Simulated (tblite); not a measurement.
C4NiO4 (SMILES [O+]#[C-]->[Ni](<-[C-]#[O+])(<-[C-]#[O+])<-[C-]#[O+]), singlet, geometry from GFN2-xTB (such geometries of metal compounds can be far from the true shape); GFN1-xTB (tblite 0.6.0).

Here is a job for tblite.
```
$ tblite run mol.xyz --method gfn1 --charge 0 --spin 0 --etemp 2000 --json tblite.json --no-restart

# file mol.xyz
9

Ni    -0.00003582    -0.00773716     0.01960940
O      1.93923716     1.49032821    -1.61885180
C      1.19284818     0.91499975    -0.99111156
O      1.44317332    -1.42618256     2.16326098
C      0.88547197    -0.88079153     1.34248493
O     -1.42199832    -1.96263108    -1.66803699
C     -0.87547925    -1.21207300    -1.01987292
O     -1.94751852     1.86910439     1.19287458
C     -1.19927282     1.14744715     0.74402434
```

### Question
What does tblite print? Leave out banner, timings and long lists.

### Answer

```
xTB calculator
 | screened Coulomb repulsion
 | Coulomb electrostatics
 |  * isotropic Klopman-Ohno-Mataga-Nishimoto electrostatics
 |  * onsite third-order electrostatics
 | DFT-D3(BJ) dispersion correction

halogen bonding energy    0.0000000000000E+00 Eh
repulsion energy          3.0785406703781E-01 Eh
dispersion energy        -4.1783889646454E-03 Eh
number of electrons       5.0000000000000E+01 e
integral cutoff           3.3709794708568E+01 bohr

------------------------------------------------------------
  cycle        total energy    energy error   density error
------------------------------------------------------------
      1     -30.66586153383  -3.0969537E+01   8.2185366E-01
      2     -31.23144250310  -5.6558097E-01   4.2950165E-01
      3     -31.26540348721  -3.3960984E-02   2.4115265E-01
      4     -31.27259967115  -7.1961839E-03   8.2350791E-02
      5     -31.28462316342  -1.2023492E-02   1.1865387E-02
      6     -31.28447048543   1.5267799E-04   8.6373193E-03
      7     -31.28450920076  -3.8715330E-05   9.1684811E-03
      8     -31.28463934121  -1.3014044E-04   2.4967751E-03
      9     -31.28464256595  -3.2247445E-06   4.8638623E-04
     10     -31.28464262936  -6.3410443E-08   7.6795870E-05
     11     -31.28464263496  -5.5979363E-09   2.9349474E-05
     12     -31.28464263586  -8.9585939E-10   3.4741115E-06
------------------------------------------------------------

electronic energy        -3.1588318313929E+01 Eh
total energy             -3.1284642635856E+01 Eh

Post processing:
 | Mayer-Wiberg bond orders

[Info] JSON dump of results written to 'tblite.json'
```
